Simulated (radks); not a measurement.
Species: Ru2+. Configuration: [Kr] 4d6. Method: scalar-relativistic Kohn-Sham, PBE, spin-polarised, spherical densities, finite nucleus; open shells are filled with parallel spins first (spin-orbit coupling, left out, can overturn this in heavy ions); Fermi nuclear charge, rms radius 4.4809 fm; computed with a radial shooting solver on a logarithmic mesh with Libxc functionals.

Normalised radial functions P(r) = r R(r), r in bohr:

```
   r/bohr * 4p down, o 4d up (the largest magnitude, 1.05, reaches the edge; | marks zero, & curves that meet)
 0.001707                             &
 0.002241                             &
 0.002941                             &
  0.00383                             &
 0.005027                             &
 0.006545                             &
 0.008591                             o*
  0.01119                             o*
  0.01468                             o *
  0.01927                             o  *
   0.0251                             o   *
  0.03294                             o    *
  0.04289                             |o     *
   0.0563                             |o       *
   0.0739                             |  o      *
  0.09623                             |   o   *
   0.1263                             |   * o
   0.1645                           * |        o
   0.2159                   *         |          o
   0.2834              *              |         o
    0.369                 *           |      o
   0.4843                             &
   0.6306                    o        |             *
   0.8278            o                |                         *
    1.078       o                     |                          *
    1.415        o                    |                   *
    1.857            o                |          *
    2.418                  o          |   *
    3.174                        o    |*
    4.133                           o *
    5.425                             &
```

4p down: eigenvalue -64.608 eV, 2 radial nodes at r = 0.151, 0.488 bohr, <r> = 1.12 bohr, 90 % of the charge inside 1.66 bohr. 4d up: eigenvalue -25.297 eV, 1 radial node at r = 0.483 bohr, <r> = 1.51 bohr, 90 % of the charge inside 2.38 bohr.
